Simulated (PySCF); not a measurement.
**Exercise with solution: entropy of an ideal gas**

BCl2HO, SMILES ClB(O)Cl.

Coordinates come from a PBE-D3(BJ)/def2-SVP optimisation. Other conformers were not sampled.

PBE-D3(BJ)/def2-SVP run with PySCF 2.14.0 gives the harmonic wavenumbers 260, 348, 485, 552, 566, 844, 1097, 1360, 3728 cm⁻¹ and the rotational temperatures 0.3367, 0.1452, 0.1015 K. The molar mass is 98.72 g/mol, the symmetry number 1, the spin multiplicity 1.

### Question
Work out the entropy at 298.15 K and 1 atm in the rigid-rotor, harmonic-oscillator model.

### Answer

Translation (Sackur–Tetrode at 1 atm): S = R[1.5 ln M + 2.5 ln T − 1.16487] = 166.0 J/(mol K).
Rotation: q = (√π/σ) T^1.5/√(θA θB θC) = 130000, S = R[ln q + 3/2] = 110.3 J/(mol K).
Vibration: with u = 1.4388 ν/T, each mode gives R[u/(e^u − 1) − ln(1 − e^−u)]:
```tsv
ν (cm⁻¹)	modes	u	S (J/(mol K))
260	1	1.25	6.95
348	1	1.68	4.92
485	1	2.34	2.92
552	1	2.66	2.26
566	1	2.73	2.14
844	1	4.07	0.73
1097	1	5.29	0.26
1360	1	6.56	0.09
```
The stiffer modes add less than 0.005 each. Sum 20.3 J/(mol K).
Spin: R ln 1 = 0.0 J/(mol K).
Total 296.6 J/(mol K); the program's own thermochemistry gives 296.6. Translation makes up 56 % and vibration 7 %. Anharmonicity, hindered rotation and orbital degeneracy are left out.
